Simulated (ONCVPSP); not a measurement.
**Plane-wave convergence, ONCV potential for F (Z = 9)**

- Element: F
- Generator: ONCVPSP 4.0.1
- Type: optimised norm-conserving Vanderbilt (ONCV)
- Functional: PBE
- Relativity: scalar-relativistic
- Frozen core: [He]
- Valence charge: 7
- Reference configuration: 2s2 2p5
- Partial waves: 2s: rc 0.70 bohr, ncon 5, nbas 9, qcut 10.9 1/bohr, 2 projectors, debl 3 Ha; 2p: rc 1.35 bohr, ncon 4, nbas 8, qcut 12.8 1/bohr, 2 projectors, debl 3.5 Ha; d scattering state at 0.1 Ha: rc 1.05 bohr, ncon 5, nbas 9, qcut 9.4 1/bohr, 2 projectors, debl 1.4 Ha
- Local potential: polynomial inside 0.45 bohr (lpopt 5, dvloc0 0 Ha)
- Core correction: Teter function, fcfact 5.25, rcfact 1.55

**Question.** For each optimised wave give the share of its norm inside rc, the residual kinetic energy above qcut (Ha) and the cutoffs (Ha) for errors of 10, 1, 0.1 and 0.01 mHa per electron.

**Answer.**

```
         wave  norm inside rc  residual KE  10 mHa  1 mHa  0.1 mHa  0.01 mHa
           2s           0.271      5.9e-04    39.9   55.5    113.4     346.9
s projector 2           0.039      3.2e-04    27.7   46.4    229.5     565.6
           2p           0.726      4.4e-09    35.3   46.1     55.2      62.8
p projector 2           0.123      3.1e-08    37.0   49.1     59.2      67.2
d projector 1           0.000      1.0e-08     0.2    0.4      1.3       6.3
d projector 2           0.026      1.9e-05     9.1   21.5     35.3      47.6
```

The occupied waves need 55 Ha and 113 Ha for 1 and 0.1 mHa. Rows with under 1 % of the norm inside rc give no meaningful cutoff. Its largest configuration-test error is +487 meV.
